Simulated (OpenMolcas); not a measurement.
## Pr²⁺: effect of correlating more closed shells

| Item | Value |
| --- | --- |
| Program | OpenMolcas |
| Basis | ANO-RCC-VTZP [8s7p5d3f2g1h] |
| Scalar Hamiltonian | DKH2, point nucleus |
| Active space | 3 electrons in 7 orbitals (4f) |
| State averaging | 2S+1 = 4 odd, 35 roots; 2S+1 = 2 odd, 112 roots (105 in the spin-orbit step) |
| Spin-orbit coupling | RASSI with atomic mean-field integrals over the reference wave functions, term energies averaged over their components |

Methods on the same reference wave functions:
A. CASSCF
B. MS-CASPT2, IPEA 0.25 Eh, imaginary shift 0.1 Eh (closed shells correlated: none)
C. MS-CASPT2, IPEA 0.25 Eh, imaginary shift 0.1 Eh (closed shells correlated: 5s 5p)
D. MS-CASPT2, IPEA 0.25 Eh, imaginary shift 0.1 Eh (closed shells correlated: 4d 5s 5p)

Energies in cm⁻¹ above 4f³ ⁴I°_9/2, the measured ground level; measured values from Martin, Zalubas and Hagan, Atomic Energy Levels: The Rare-Earth Elements, NSRDS-NBS 60 (1978); the list in Maison, Palmeri and Quinet, J. Phys. B 58, 015001 (2025).

| Level | A | B | C | D | Measured |
| --- | --- | --- | --- | --- | --- |
| 4f³ ⁴I°_9/2 | 0.0 | 0.0 | 0.0 | 0.0 | 0.0 |
| 4f³ ⁴I°_11/2 | 1466 | 1499 | 1516 | 1529 | 1398 |
| 4f³ ⁴I°_13/2 | 3074 | 3120 | 3140 | 3160 | 2893 |
| 4f³ ⁴I°_15/2 | 4790 | 4820 | 4840 | 4850 | 4454 |
| 4f³ ⁴F°_3/2 | 13510 | 12790 | 11320 | 10910 | 9371 |
| 4f³ ²H°_9/2(1) | 13578 | 11380 | 10430 | 9830 | 10033 |
| 4f³ ⁴F°_5/2 | 14292 | 13610 | 12150 | 11760 | 10138 |
| 4f³ ⁴S°_3/2 | 15012 | 14130 | 13030 | 12620 | 10950 |
| 4f³ ⁴F°_7/2 | 15067 | 14260 | 12830 | 12400 | 10859 |
| 4f³ ⁴F°_9/2 | 15923 | 14970 | 13600 | 13150 | 11762 |
| 4f³ ²H°_11/2(1) | 16020 | 13760 | 12840 | 12220 | 12495 |
| 4f³ ²G°_7/2(1) | 18601 | 16520 | 15250 | 14610 |  |
| 4f³ ²K°_13/2 | 20425 | 18320 | 17210 | 16370 | 16089 |
| 4f³ ⁴G°_5/2 | 20537 | 19690 | 17860 | 17360 | 14187 |
| 4f³ ²G°_9/2(1) [67 %] | 20674 | 18710 | 17440 | 16820 |  |
| 4f³ ⁴G°_7/2 | 21640 | 20740 | 18940 | 18440 | 15443 |
| 4f³ ²K°_15/2 | 22071 | 19980 | 18870 | 18030 | 17642 |
| 4f³ ⁴G°_9/2 | 22821 | 21910 | 20110 | 19610 | 15705 |
| 4f³ ⁴G°_11/2 | 23944 | 23080 | 21260 | 20760 | 17410 |
| 4f³ ²P°_1/2 | 25333 | 21950 | 20220 | 19420 | 18694 |
| 4f³ ²D°_5/2(1) | 25544 | 22930 | 21190 | 20390 | 19046 |
| 4f³ ²I°_11/2 | 32138 | 29690 | 27470 | 26280 | 24358 |
| 4f³ ²L°_15/2 | 32765 | 30860 | 28710 | 27550 |  |
| 4f³ ²I°_13/2 | 33021 | 30570 | 28430 | 27240 | 25392 |

Deviations, from unrounded energies. A percentage is the sum of absolute deviations over the sum of measured energies, with the sign that they share, or ± where signs differ.

```
                        Against measurement  Levels      A      B      C      D
             mean absolute deviation (cm-1)      20   4600   3200   1900   1400
      fine structure of the ground term (%)       3   +6.7   +8.0   +8.6   +9.1
other terms of the ground configuration (%)      17  +35.2  +24.7  +14.7  ±10.9
```

D lies closest to measurement on these levels and A furthest from it. The largest miss of D in the table is 4f³ ⁴G°_9/2, by +3900 cm-1. The ranking rests on the paired levels alone, and a cruder setting can come out closer through cancelling errors.

Among B to D the level of the table that moves most is 4f³ ²I°_11/2, by 3400 cm-1 (lowest in D, highest in B). Moves below CASPT2's spread within the term are not significant.

The mean deviations of B to D differ by less than CASPT2's widest spread within a term (2100 cm-1), so their order carries little weight.

From A to B the spin-free energies of the other terms of 4f³ shown, above ⁴I°, scale by factors of 0.81 to 0.96, as is usual when dynamic correlation screens the repulsion within a d or f shell.

The lowest spin-free term lies below A's lowest term by 0.025 hartree in B, 0.313 hartree in C, 0.768 hartree in D.

What an inner shell adds also hangs on whether the basis holds functions to correlate it.

CASPT2 breaks the degeneracy within a term, and the mean is taken; among the terms shown or strongly mixed into the levels shown the widest spread is 2100 cm-1 (4f³ ²L°, D). High states are left out of the spin-orbit mixing, which shifts the levels that they would mix with. Some levels mix across a computed gap that differs much from the measured one, so their mixing is not that of the real levels. The CASPT2 spread within a term exceeds the gap to the next term for 4f³ ⁴S° and 4f³ ⁴F°, so the order of their levels is uncertain, and so are names and mixing where such terms share a J (figures for B; the like holds for C, D). Without dynamic correlation excited terms often stand tens of per cent too high (terms of higher spin than the ground term too low), and those without a measured partner can miss by more than the paired ones (holds for A). Blocks of more than 70 roots (2S+1 = 2 odd) ran without multistate coupling (holds for B; C; D). Some terms miss by over 15 % even with CASPT2, which points to a basis or an active space too small for the shells correlated (holds for B; C; D). Measured partners are found by configuration, term and J. A level has none where our copy of the source lacks it or the pairing is in doubt (some pairs that miss far off the trend of their configuration count as doubtful), and it then counts in no deviation. Levels of configurations outside the active space are missing. Levels that lie high or do not pair safely by name in every column are left out.

A share in square brackets marks a mixed level and gives the weight of the term that names it, the lowest over the columns. A number in round brackets counts repeated terms of one configuration in the order of the reference energies. ° marks odd parity.
